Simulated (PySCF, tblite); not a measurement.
C₄H₃N₂O₂ (charge -1).
Bonds: O1–C2 (double), C2–O3, C2–C4, C4–C5 (aromatic), C5–N6 (aromatic), N6–C7 (aromatic), C7–N8 (aromatic), C4–N8 (aromatic). Hydrogens: H9 on C5; H10 on C7; H11 on N8.
Bond orders are those of one Lewis drawing.

Computed with GFN2-xTB (tblite), gas phase: Langevin dynamics at 300 K from the optimised GFN2-xTB geometry, time step 0.5 fs, friction 0.01 fs⁻¹, 2000 steps. Over the second half of the run the saved frames average 307 K.

Frame at 250 fs, instantaneous temperature 289 K:
```
atom  x, y, z in Å
O1      2.524   -0.267   -0.007
C2      1.535   -0.996   -0.214
O3      1.272   -1.992   -0.875
C4      0.145   -0.388    0.235
C5     -0.341    0.792    0.782
N6     -1.715    0.809    0.696
C7     -2.066   -0.437    0.287
N8     -0.941   -1.137   -0.081
H9      0.212    1.621    1.256
H10    -3.000   -0.852    0.272
H11    -0.906   -1.992   -0.622
```

Frame at 425 fs, instantaneous temperature 270 K:
```
atom  x, y, z in Å
O1      2.660   -0.865   -0.189
C2      1.528   -1.351   -0.399
O3      1.105   -2.285   -1.124
C4      0.288   -0.778    0.366
C5      0.041    0.054    1.410
N6     -1.326    0.242    1.604
C7     -1.859   -0.566    0.752
N8     -0.956   -1.118   -0.080
H9      0.734    0.631    1.996
H10    -2.840   -0.975    0.765
H11    -1.031   -1.792   -0.785
```

Frame at 625 fs, instantaneous temperature 196 K:
```
atom  x, y, z in Å
O1      2.859   -1.094   -0.340
C2      1.680   -1.541   -0.422
O3      1.199   -2.427   -1.155
C4      0.565   -1.003    0.574
C5      0.473   -0.147    1.654
N6     -0.824    0.228    1.798
C7     -1.470   -0.430    0.865
N8     -0.693   -1.221    0.152
H9      1.163    0.171    2.372
H10    -2.473   -0.144    0.554
H11    -0.927   -1.829   -0.648
```

Frame at 800 fs, instantaneous temperature 313 K:
```
atom  x, y, z in Å
O1      2.535   -1.359   -0.407
C2      1.313   -1.510   -0.474
O3      0.700   -2.442   -0.956
C4      0.359   -0.494    0.226
C5      0.371    0.704    0.851
N6     -0.990    1.028    1.182
C7     -1.678    0.045    0.811
N8     -0.958   -0.915    0.131
H9      1.061    1.479    1.163
H10    -2.777   -0.159    0.919
H11    -1.038   -1.855   -0.285
```

Frame at 1000 fs, instantaneous temperature 408 K:
```
atom  x, y, z in Å
O1      1.911   -1.767   -0.828
C2      0.735   -1.784   -0.482
O3     -0.126   -2.737   -0.439
C4      0.075   -0.452   -0.090
C5      0.439    0.918   -0.168
N6     -0.418    1.701    0.516
C7     -1.330    0.858    0.966
N8     -1.004   -0.426    0.717
H9      1.300    1.285   -0.696
H10    -2.154    1.077    1.623
H11    -1.455   -1.305    1.090
```

**Question.** What do single points at PBE0/pcSseg-1 (PySCF, gas phase) give on these frames?

**Answer.** 
```csv
t (fs),GFN2-xTB E above start (eV),DFT E above lowest frame (eV),HOMO (eV),LUMO (eV)
250,0.50,0.26,-1.73,4.42
425,0.32,0.03,-1.93,4.50
625,0.38,0.18,-1.76,4.50
800,0.44,0.22,-1.73,4.63
1000,0.29,0.00,-1.68,4.39
```

Both levels order the frames alike by energy; measured from each level's lowest frame they differ by 0.09 eV at most. The HOMO–LUMO gap runs from 6.07 to 6.43 eV. These are instantaneous structures, not minima.

**Question.** And the isotropic GIAO shieldings (ppm) from the same runs?

**Answer.** 
| atom | 250 fs | 425 fs | 625 fs | 800 fs | 1000 fs | mean | range |
| --- | --- | --- | --- | --- | --- | --- | --- |
| O1 | 18.9 | 5.8 | -9.8 | 14.9 | -8.4 | 4.3 | 28.7 |
| C2 | 27.3 | 21.5 | 19.2 | 28.3 | 19.4 | 23.1 | 9.1 |
| O3 | 25.4 | -1.7 | 12.9 | 38.3 | -4.9 | 14.0 | 43.2 |
| C4 | 33.9 | 40.3 | 37.8 | 38.6 | 37.9 | 37.7 | 6.4 |
| C5 | 55.3 | 59.2 | 61.4 | 63.3 | 55.6 | 59.0 | 8.0 |
| N6 | -62.8 | -27.0 | -36.0 | -30.9 | -27.9 | -36.9 | 35.8 |
| C7 | 51.1 | 59.0 | 60.7 | 61.2 | 61.0 | 58.6 | 10.1 |
| N8 | 58.1 | 69.9 | 71.1 | 54.7 | 61.3 | 63.0 | 16.4 |
| H9 | 24.1 | 25.1 | 25.3 | 24.7 | 24.7 | 24.8 | 1.2 |
| H10 | 25.3 | 25.2 | 25.0 | 24.5 | 25.3 | 25.1 | 0.8 |
| H11 | 21.9 | 23.1 | 21.6 | 19.9 | 21.7 | 21.6 | 3.2 |

The cost below is that of the whole dynamics run. The run took 8.8 s of wall time on Arm Neoverse V1, one thread (shared host), and the process peaked at 0.18 GiB of memory.
